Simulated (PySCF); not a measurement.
## Bond length, frequency and bond energy of MgCd⁺ by level of theory

State: ²Σ⁺ (doublet), unpaired electrons σ ↑. Set-up: PySCF, scalar-relativistic core potentials, basis sets Mg def2-SVPD, Cd def2-SVPD with ECP28. De refers to Mg⁺ + Cd in their ground configurations, without counterpoise correction. The functionals are run spin-unrestricted. A positive dipole points towards Cd; it is taken about the centre of mass and depends on that origin.

| Level | Re (Å) | ωe (cm⁻¹) | De (eV) | μ (D) | CPU s a point (SCF and correlation, without the integrals) |
| --- | --- | --- | --- | --- | --- |
| ROHF | 3.083 | 149 | 0.70 | -5.23 | 0.18 |
| ROHF-MP2 | 2.944 | 166 | 0.80 | n/a | 0.47 |
| ROHF-SCS-MP2 | 2.964 | 163 | 0.80 | n/a | n/a |
| PBE | 2.949 | 161 | 1.06 | -6.08 | 1 |
| revPBE | 2.988 | 154 | 1.02 | -6.09 | 0.72 |
| r²SCAN | 2.920 | 169 | 1.03 | -6.14 | 1.5 |
| PBE0 | 2.946 | 166 | 1.05 | -5.88 | 1.6 |
| r²SCAN0 | 2.929 | 170 | 1.04 | -6.02 | 1.6 |
| M06 | 2.957 | 164 | 0.81 | -6.57 | 4.4 |
| HSE06 | 2.944 | 167 | 1.04 | -5.96 | 1.4 |

The bond length runs from 2.920 Å (r²SCAN) to 3.083 Å (ROHF). De spans 0.70 eV (ROHF, mean field) to 1.06 eV (PBE, GGA).

Correlated steps freeze 1 core orbital. Correlated levels converge slowly with the basis: in double zeta they bind strong bonds too weakly, by up to about 1 eV, and carry superposition errors of some tenths. Spin–orbit coupling is left out. For an ion De counts to the pair picked by the measured ionisation energies or electron affinities, which need not be the lowest pair at this level. The state was picked by a PBE0 search and need not be the measured ground state.

The whole job (state search and all levels along the bond) took about 4.1 min on 1 thread of Arm Neoverse N1 (shared host), peak memory 0.78 GiB.
